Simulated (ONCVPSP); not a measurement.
# Which setting gave this result? (Tl, ONCV)

Base potential:

ONCVPSP 4.0.1 input, shortened (lines: element, Z, core and valence counts, functional; n l f; lmax; l rc ep ncon nbas qcut; lloc lpopt rc5 dvloc0; l nproj debl; icmod fcfact rcfact), PBEsol, non-relativistic:

```
  Tl 81.00   13    2  -116133      upf
    1    0    2.00
    2    0    2.00
    2    1    6.00
    3    0    2.00
    3    1    6.00
    3    2   10.00
    4    0    2.00
    4    1    6.00
    4    2   10.00
    4    3   14.00
    5    0    2.00
    5    1    6.00
    5    2   10.00
    6    0    2.00
    6    1    1.00
    1
    0    2.45    0.00    4    8    2.50
    1    2.45    0.00    4    8    3.90
    1    5    2.45    0.00
    0    1    1.40
    1    0    1.80
    1    0.70    0.00
```

Cutoffs, loose and tight: the cutoffs (Ha) at which the residual kinetic energy of the hardest occupied pseudo-wave falls to 1 and 0.1 mHa per electron. They do not see the model core or the augmentation charge, which bear on the density cutoff. Test errors are all-electron minus pseudo excitation energies from the reference, over the configurations 6s2 6p0; 6s1 6p0; 6s2 6p0.5; 6s1 6p1; variants that change the core or the reference have their own tests.

Only the scale of all radii but the core radius (base = 1) is moved:

```json
{"scale of all radii but the core radius (base = 1)": "0.8", "cutoff, loose": "39 Ha", "cutoff, tight": "53 Ha", "bound ghosts": "s", "largest test error (meV)": "-257"}
{"scale of all radii but the core radius (base = 1)": "0.84", "cutoff, loose": "11 Ha", "cutoff, tight": "45 Ha", "bound ghosts": "none", "largest test error (meV)": "-170"}
{"scale of all radii but the core radius (base = 1)": "0.94", "cutoff, loose": "8.9 Ha", "cutoff, tight": "29 Ha", "bound ghosts": "none", "largest test error (meV)": "-207"}
{"scale of all radii but the core radius (base = 1)": "0.98", "cutoff, loose": "8.8 Ha", "cutoff, tight": "27 Ha", "bound ghosts": "none", "largest test error (meV)": "-209"}
{"scale of all radii but the core radius (base = 1)": "1.12", "cutoff, loose": "5.3 Ha", "cutoff, tight": "21 Ha", "bound ghosts": "none", "largest test error (meV)": "-216"}
{"scale of all radii but the core radius (base = 1)": "1.18", "cutoff, loose": "4.2 Ha", "cutoff, tight": "18 Ha", "bound ghosts": "none", "largest test error (meV)": "-221"}
{"scale of all radii but the core radius (base = 1)": "1.27", "cutoff, loose": "3.9 Ha", "cutoff, tight": "14 Ha", "bound ghosts": "none", "largest test error (meV)": "-229"}
{"scale of all radii but the core radius (base = 1)": "1.34", "cutoff, loose": "3.7 Ha", "cutoff, tight": "8.8 Ha", "bound ghosts": "none", "largest test error (meV)": "-238"}
```

**Question.** One more run gave cutoff, loose: 7.6 Ha; cutoff, tight: 25 Ha; bound ghosts: none; largest test error (meV): -211. Which value of the scale of all radii but the core radius (base = 1) was used?

**Answer.** 1.03. The loose cutoff moves one way along this sweep, from 39 Ha at 0.8 to 3.7 Ha at 1.34, which places the run between 0.98 and 1.12.
